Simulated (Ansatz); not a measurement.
Reaction (formal exchange of groups at the Si–C bond): `OC([SiH3])([SiH3])S` + `C#CSS` → `C#CS[SiH3]` + `OC([SiH3])(S)S`

Gas-phase electronic energies from Ansatz, PBE0-D4/def2-TZVP geometries. CBS: MP2 limit from def2 TZ/QZ plus the TZ coupled-cluster correction, frozen cores. Functionals use def2-TZVPP. B3LYP here is the variant with VWN-RPA as its local correlation; programs differ in this. One conformer a species, not always the lowest.

(1) Is it downhill or uphill in electronic energy at CCSD(T)/CBS, and by how much? (An estimate is asked.)

(2) What do these levels give: PBE-D4, PBE0-D4, B3LYP-D4, ωB97X-V, PBE, r2SCAN, PBE0, SCS-MP2/def2-TZVPP, CCSD/def2-TZVPP, HF/def2-QZVPP, MP2/def2-QZVPP, HF/CBS(def2)? (An estimate is asked.)

Largest T1 diagnostic among the species: 0.014.

Results:

(1) Computed: Downhill: ΔE = -45.2 kJ/mol.

(2) The calculation gave: PBE-D4 -34.5, PBE0-D4 -39.5, B3LYP-D4 -36.0, ωB97X-V -44.0, PBE -35.0, r2SCAN -39.7, PBE0 -40.0, SCS-MP2/def2-TZVPP -49.3, CCSD/def2-TZVPP -46.5, HF/def2-QZVPP -47.7, MP2/def2-QZVPP -50.7, HF/CBS(def2) -47.7 kJ/mol.

From PBE to PBE0 (25 % exact exchange), in def2-TZVPP and without D4, ΔE moves by −5.0 kJ/mol.
